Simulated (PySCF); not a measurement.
Fluorene, SMILES c12c(Cc3ccccc-13)cccc2 (C13H10), singlet, GFN2-xTB optimised geometry.

```
23

C     -3.31    -0.60     0.00
C     -2.60    -1.80     0.00
C     -1.22    -1.81     0.00
C     -0.55    -0.60     0.00
C     -1.26     0.61     0.00
C     -2.64     0.61     0.00
C     -0.31     1.78     0.00
C      1.03     1.10     0.00
C      2.29     1.67     0.00
C      3.40     0.83     0.00
C      3.24    -0.55     0.00
C      1.98    -1.12     0.00
C      0.87    -0.29     0.00
H     -4.39    -0.62     0.00
H     -3.15    -2.73     0.00
H     -0.68    -2.74     0.00
H     -3.19     1.54     0.00
H     -0.45     2.41     0.88
H     -0.45     2.41    -0.88
H      2.41     2.74     0.00
H      4.39     1.26     0.00
H      4.12    -1.18     0.00
H      1.87    -2.20     0.00
```

Density from CAM-B3LYP/def2-SVP (PySCF) at that geometry.

Minimum of the electron density along straight lines between bonded atoms, close to the bond critical point (lines longer than 1.1 times the sum of covalent radii, or with two minima, are not listed):

```json
[
 {"bond": "C1–C2", "length / Å": "1.387", "ρ at the minimum / e bohr⁻³": "0.313", "∇²ρ there / e bohr⁻⁵": "-0.81", "position (fraction from the first atom)": "0.50"},
 {"bond": "C2–C3", "length / Å": "1.385", "ρ at the minimum / e bohr⁻³": "0.314", "∇²ρ there / e bohr⁻⁵": "-0.81", "position (fraction from the first atom)": "0.50"},
 {"bond": "C3–C4", "length / Å": "1.386", "ρ at the minimum / e bohr⁻³": "0.313", "∇²ρ there / e bohr⁻⁵": "-0.81", "position (fraction from the first atom)": "0.50"},
 {"bond": "C4–C5", "length / Å": "1.404", "ρ at the minimum / e bohr⁻³": "0.308", "∇²ρ there / e bohr⁻⁵": "-0.78", "position (fraction from the first atom)": "0.50"},
 {"bond": "C1–C6", "length / Å": "1.388", "ρ at the minimum / e bohr⁻³": "0.312", "∇²ρ there / e bohr⁻⁵": "-0.81", "position (fraction from the first atom)": "0.50"},
 {"bond": "C5–C6", "length / Å": "1.379", "ρ at the minimum / e bohr⁻³": "0.317", "∇²ρ there / e bohr⁻⁵": "-0.83", "position (fraction from the first atom)": "0.50"},
 {"bond": "C5–C7", "length / Å": "1.501", "ρ at the minimum / e bohr⁻³": "0.258", "∇²ρ there / e bohr⁻⁵": "-0.61", "position (fraction from the first atom)": "0.50"},
 {"bond": "C7–C8", "length / Å": "1.501", "ρ at the minimum / e bohr⁻³": "0.258", "∇²ρ there / e bohr⁻⁵": "-0.61", "position (fraction from the first atom)": "0.50"},
 {"bond": "C8–C9", "length / Å": "1.379", "ρ at the minimum / e bohr⁻³": "0.317", "∇²ρ there / e bohr⁻⁵": "-0.83", "position (fraction from the first atom)": "0.50"},
 {"bond": "C9–C10", "length / Å": "1.388", "ρ at the minimum / e bohr⁻³": "0.312", "∇²ρ there / e bohr⁻⁵": "-0.81", "position (fraction from the first atom)": "0.50"},
 {"bond": "C10–C11", "length / Å": "1.387", "ρ at the minimum / e bohr⁻³": "0.313", "∇²ρ there / e bohr⁻⁵": "-0.81", "position (fraction from the first atom)": "0.50"},
 {"bond": "C11–C12", "length / Å": "1.385", "ρ at the minimum / e bohr⁻³": "0.314", "∇²ρ there / e bohr⁻⁵": "-0.81", "position (fraction from the first atom)": "0.50"},
 {"bond": "C4–C13", "length / Å": "1.454", "ρ at the minimum / e bohr⁻³": "0.279", "∇²ρ there / e bohr⁻⁵": "-0.68", "position (fraction from the first atom)": "0.50"},
 {"bond": "C8–C13", "length / Å": "1.404", "ρ at the minimum / e bohr⁻³": "0.308", "∇²ρ there / e bohr⁻⁵": "-0.78", "position (fraction from the first atom)": "0.50"},
 {"bond": "C12–C13", "length / Å": "1.386", "ρ at the minimum / e bohr⁻³": "0.313", "∇²ρ there / e bohr⁻⁵": "-0.81", "position (fraction from the first atom)": "0.50"},
 {"bond": "C1–H14", "length / Å": "1.080", "ρ at the minimum / e bohr⁻³": "0.284", "∇²ρ there / e bohr⁻⁵": "-1.09", "position (fraction from the first atom)": "0.63"},
 {"bond": "C2–H15", "length / Å": "1.080", "ρ at the minimum / e bohr⁻³": "0.284", "∇²ρ there / e bohr⁻⁵": "-1.09", "position (fraction from the first atom)": "0.63"},
 {"bond": "C3–H16", "length / Å": "1.080", "ρ at the minimum / e bohr⁻³": "0.283", "∇²ρ there / e bohr⁻⁵": "-1.08", "position (fraction from the first atom)": "0.63"},
 {"bond": "C6–H17", "length / Å": "1.081", "ρ at the minimum / e bohr⁻³": "0.283", "∇²ρ there / e bohr⁻⁵": "-1.08", "position (fraction from the first atom)": "0.63"},
 {"bond": "C7–H18", "length / Å": "1.093", "ρ at the minimum / e bohr⁻³": "0.273", "∇²ρ there / e bohr⁻⁵": "-1.00", "position (fraction from the first atom)": "0.63"},
 {"bond": "C7–H19", "length / Å": "1.093", "ρ at the minimum / e bohr⁻³": "0.273", "∇²ρ there / e bohr⁻⁵": "-1.00", "position (fraction from the first atom)": "0.63"},
 {"bond": "C9–H20", "length / Å": "1.081", "ρ at the minimum / e bohr⁻³": "0.283", "∇²ρ there / e bohr⁻⁵": "-1.08", "position (fraction from the first atom)": "0.63"},
 {"bond": "C10–H21", "length / Å": "1.080", "ρ at the minimum / e bohr⁻³": "0.284", "∇²ρ there / e bohr⁻⁵": "-1.09", "position (fraction from the first atom)": "0.63"},
 {"bond": "C11–H22", "length / Å": "1.080", "ρ at the minimum / e bohr⁻³": "0.284", "∇²ρ there / e bohr⁻⁵": "-1.09", "position (fraction from the first atom)": "0.63"},
 {"bond": "C12–H23", "length / Å": "1.080", "ρ at the minimum / e bohr⁻³": "0.283", "∇²ρ there / e bohr⁻⁵": "-1.08", "position (fraction from the first atom)": "0.63"}
]
```
